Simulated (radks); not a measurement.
Valence configurations of Pd IV (all share [Kr]). All-electron calculation, scalar-relativistic Kohn-Sham, BLYP, spin-polarised, spherical densities, finite nucleus; open shells are filled with parallel spins first (spin-orbit coupling, left out, can overturn this in heavy ions); Fermi nuclear charge, rms radius 4.5318 fm. Program: a radial shooting solver on a logarithmic mesh with Libxc functionals. Energies are relative to 4d7; eigenvalues in eV for spin up.

valence          E (eV)  moment (Bohr magnetons)    e(4d)    e(5p)    e(5s)
4d7               0.000                        3  -42.507        -        -
4d6 5s1           9.604                        5  -47.061        -  -33.382
4d5 5p2          37.448                        7  -53.770  -28.224        -
4d5 5s2          22.632                        5  -51.678        -  -34.965
4d6 5p1          17.578                        5  -48.141  -26.071        -
4d6.5 5s0.5       4.641                        4  -44.774        -  -32.308
4d5.5 5s1.5      15.893                        5  -49.356        -  -34.189
4d5 5s1 5p1      28.965                        7  -52.738  -27.651  -36.109
4d4.5 5s1.5 5p1  38.881                        6  -54.880  -28.211  -36.840
4d5.5 5s0.5 5p1  23.102                        6  -50.431  -26.872  -35.098

NIST lists [Kr] 4d7 as the ground configuration; this level of theory agrees among the configurations tried. The energies are those of spherical high-spin densities, not of single terms.
